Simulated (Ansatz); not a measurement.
A structure relaxed at r2SCAN-D4/def2-TZVP in Ansatz, charge 0, singlet:

```xyz
3

Pb    0.001    0.003   -0.002
Se    2.309   -0.560   -0.134
Se   -2.309    0.557    0.136
```

(1) Give its formula and point group.

(2) Summarise the bond lengths by kind (pairs closer than 1.2 times the sum of covalent radii, bridged metal pairs left out).

## Answers

(1) PbSe₂. Point group D∞h (tolerance 0.1 Å).

(2) 2 × Pb–Se 2.38 Å.

In the def2 sets Pb takes a core potential; there is no spin–orbit coupling. Another isomer (singlet) lies 1.01 eV lower at PBE0-D4/def2-TZVP; other spin states weren't run for this one.
